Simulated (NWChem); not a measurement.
All runs are NWChem calculations. System: Ga2, charge 0, spin multiplicity 3, at a geometry optimised with UPBE0/def2-SVP. The structure started from a generated list of species. Its SCF solution wasn't tested for a lower state. Level: UMP2/def2-TZVP, 18 core orbitals frozen.

Job file:

```
start mol
memory heap 200 mb stack 900 mb global 1100 mb
geometry units angstroms nocenter noautoz
  Ga     0.000000     0.000000     1.222654
  Ga     0.000000     0.000000    -1.222654
  symmetry group D2h
end
basis spherical
  * library def2-tzvp
end
scf
  uhf
  nopen 2
  maxiter 100
  thresh 1e-7
  semidirect memsize 60000000 filesize 0
  # guess.movecs holds the orbitals of an unrestricted PBE0 run
  vectors input guess.movecs output mol.movecs
end
mp2
  freeze core 18
end
task mp2 energy
```

NWChem printed:

```
             Northwest Computational Chemistry Package (NWChem) 7.3.0
             --------------------------------------------------------

                                NWChem Input Module
                                -------------------

 Scaling coordinates for geometry "geometry" by  1.889725989
 (inverse scale =  0.529177249)

 Turning off AUTOSYM since
 SYMMETRY directive was detected!

                             Geometry "geometry" -> ""
                             -------------------------

 Output coordinates in angstroms (scale by  1.889725989 to convert to a.u.)

  No.       Tag          Charge          X              Y              Z
 ---- ---------------- ---------- -------------- -------------- --------------
    1 Ga                  31.0000     0.00000000     0.00000000     1.22265400
    2 Ga                  31.0000     0.00000000     0.00000000    -1.22265400

 Effective nuclear repulsion energy (a.u.)     207.9653509041

            Nuclear Dipole moment (a.u.)
            ----------------------------
        X                 Y               Z
 ---------------- ---------------- ----------------
     0.0000000000     0.0000000000     0.0000000000

      Symmetry information
      --------------------

 Group name             D2h
 Group number             26
 Group order               8
 No. of unique centers     1

      Symmetry unique atoms

     1


 Summary of "ao basis" -> "" (spherical)
 ------------------------------------------------------------------------------
       Tag                 Description            Shells   Functions and Types
 ---------------- ------------------------------  ------  ---------------------
 *                         def2-tzvp                  on all atoms

 Summary of "ao basis" -> "ao basis" (spherical)
 ------------------------------------------------------------------------------
       Tag                 Description            Shells   Functions and Types
 ---------------- ------------------------------  ------  ---------------------
 Ga                        def2-tzvp                16       48   6s5p4d1f

                                 NWChem SCF Module
                                 -----------------

  ao basis        = "ao basis"
  functions       =    96
  atoms           =     2
  alpha electrons =    32
  beta  electrons =    30
  charge          =   0.00
  wavefunction    = UHF
  use symmetry    = T
  symmetry adapt  = T

 Summary of "ao basis" -> "ao basis" (spherical)
 ------------------------------------------------------------------------------
       Tag                 Description            Shells   Functions and Types
 ---------------- ------------------------------  ------  ---------------------
 Ga                        def2-tzvp                16       48   6s5p4d1f

      Symmetry analysis of basis
      --------------------------

        ag         21
        au          5
        b1g         5
        b1u        21
        b2g        11
        b2u        11
        b3g        11
        b3u        11

 Forming initial guess at       0.1s

   Symmetry analysis of molecular orbitals - initial alpha
   -------------------------------------------------------

  Numbering of irreducible representations:

     1 ag          2 au          3 b1g         4 b1u         5 b2g
     6 b2u         7 b3g         8 b3u

  Orbital symmetries:

     1 b1u         2 ag          3 b1u         4 ag          5 b1u
     6 ag          7 b3g         8 b2g         9 b3u        10 b2u
[...]
 -----------   ------   -------------------------------------------------------
    1 Ga  31    16.00   1.00  1.00  0.59  0.39  0.49  0.45  2.99  2.22  0.77  0.41  0.62  4.44  0.57 -0.01  0.06  0.00
    2 Ga  31    16.00   1.00  1.00  0.59  0.39  0.49  0.45  2.99  2.22  0.77  0.41  0.62  4.44  0.57 -0.01  0.06  0.00

   Mulliken analysis of the beta density
   -------------------------------------

    Atom       Charge   Shell Charges
 -----------   ------   -------------------------------------------------------
    1 Ga  31    15.00   1.00  1.00  0.59  0.39  0.54  0.40  2.99  2.21  0.78  0.06  0.04  4.45  0.56 -0.02  0.01  0.00
    2 Ga  31    15.00   1.00  1.00  0.59  0.39  0.54  0.40  2.99  2.21  0.78  0.06  0.04  4.45  0.56 -0.02  0.01  0.00

   Mulliken analysis of the spin density
   -------------------------------------

    Atom       Charge   Shell Charges
 -----------   ------   -------------------------------------------------------
    1 Ga  31     1.00  -0.00 -0.00 -0.00  0.00 -0.05  0.05  0.00  0.01 -0.01  0.36  0.59 -0.01  0.00  0.01  0.05  0.00
    2 Ga  31     1.00  -0.00 -0.00 -0.00  0.00 -0.05  0.05  0.00  0.01 -0.01  0.36  0.59 -0.01  0.00  0.01  0.05  0.00

       Multipole analysis of the density wrt the origin
       ------------------------------------------------

     L   x y z        total         alpha         beta         nuclear
     -   - - -        -----         -----         ----         -------
     0   0 0 0     -0.000000    -32.000000    -30.000000     62.000000

     1   1 0 0      0.000000     -0.000000      0.000000      0.000000
     1   0 1 0      0.000000     -0.000000      0.000000      0.000000
     1   0 0 1      0.000000     -0.000000      0.000000      0.000000

     2   2 0 0    -27.817150    -19.245064     -8.572086      0.000000
     2   1 1 0      0.000000      0.000000      0.000000      0.000000
     2   1 0 1     -0.000000     -0.000000     -0.000000      0.000000
     2   0 2 0    -27.817150    -19.245064     -8.572086      0.000000
     2   0 1 1     -0.000000      0.000000     -0.000000      0.000000
     2   0 0 2    -20.635545   -179.779893   -171.831655    330.976003

                   NWChem MP2 Semi-direct Energy/Gradient Module
                   ---------------------------------------------

  Basis functions       =     96
  Molecular orbitals    =     96
  Frozen core           =     18
  Frozen virtuals       =      0
  Active alpha occupied =     14
  Active beta occupied  =     12
  Active alpha virtual  =     64
  Active beta virtual   =     66
  Use MO symmetry       = T
  Use skeleton AO sym   = T

  AO/Fock/Back tols     =   1.0D-09  1.0D-09  1.0D-09

 GA uses MA = F    GA memory limited = T

 Available:
  local mem=  1.26D+08
 global mem=  1.44D+08
 local disk=  0.00D+00
  mp2_memr nvloc                    64
  nvloc new                    64
   1 passes of  14:        4194304                      63582                  13752055.
   1 passes of  14: M    126151007           G      144160768           F     121956703.

 Semi-direct pass number   1 of   1  for UHF alpha       at        2.0s
  vrange nnbf                  4509
  mp2_eaftype                    52  avail_ma_in_mb                  1099
 EAF : mp2_eaftype filesize          52    6876027.
  mp2_eaf for mointskh                     52
Node 0 wrote     32.3 Mb in      0.0 s     Agg I/O rate:  1751.3 Mb/s
 Done moints_semi at        6.2s
  mp2_eaftype                    52  avail_ma_in_mb                  1047
 EAF : mp2_eaftype filesize          52    6876027.
  mp2_eaf for kh                    52
 Done maket at        6.4s
 Done multipass loop at        6.4s

 GA uses MA = F    GA memory limited = T

 Available:
  local mem=  1.26D+08
 global mem=  1.44D+08
 local disk=  0.00D+00
  mp2_memr nvloc                    66
  nvloc new                    66
   1 passes of  12:        4194304                      58384                  12157672.
   1 passes of  12: M    126151007           G      144160768           F     121956703.

 Semi-direct pass number   1 of   1  for UHF beta        at        6.4s
  vrange nnbf                  4509
  mp2_eaftype                    46  avail_ma_in_mb                  1099
 EAF : mp2_eaftype filesize          46    6078836.
  mp2_eaf for mointskh                     46
Node 0 wrote     28.6 Mb in      0.0 s     Agg I/O rate:  2435.7 Mb/s
 Done moints_semi at       10.6s
  mp2_eaftype                    46  avail_ma_in_mb                  1053
 EAF : mp2_eaftype filesize          46    6078836.
  mp2_eaf for kh                    46
 Done maket at       10.7s
 Done multipass loop at       10.7s

          -------------------------------------------
          SCF energy               -3846.459411338372
          Correlation energy          -0.391797135137
          Singlet pairs                0.000000000000
          Triplet pairs                0.000000000000
          Total MP2 energy         -3846.851208473509
          -------------------------------------------

          ---------------------------------------------------
                    Spin Component Scaled (SCS) MP2
          Same spin pairs                     -0.130124888235
          Same spin scaling factor             0.333333333333
          Opposite spin pairs                 -0.261672246902
          Opposite spin scaling fact.          1.200000000000
          SCS-MP2 correlation energy          -0.357381659028
          Total SCS-MP2 energy             -3846.816792997400
          ---------------------------------------------------

 -----------------------
 Performance information
 -----------------------

 Timer overhead =  1.54D-07 seconds/call

               Nr. of calls         CPU time (s)                 Wall time (s)                GFlops
             ---------------    -------------------     ------------------------------   -------------------
Name         Min   Avg   Max    Min     Avg     Max     Min     Avg     Max   Mx/calls   Min     Max     Sum
mp2: moin     2     2     2    8.4     8.4     8.4      8.4     8.4     8.4     4.2      0.0     0.0     0.0
mp2: make     2     2     2   0.25    0.25    0.25     0.25    0.25    0.25    0.13      0.0     0.0     0.0
mp2: tota     1     1     1    8.8     8.8     8.8      8.8     8.8     8.8     8.8      0.0     0.0     0.0

 The average no. of pstat calls per process was 5.00D+00
 with a timing overhead of 7.70D-07s

 Task  times  cpu:       10.7s     wall:       10.7s

 Total times  cpu:       10.7s     wall:       10.7s
```
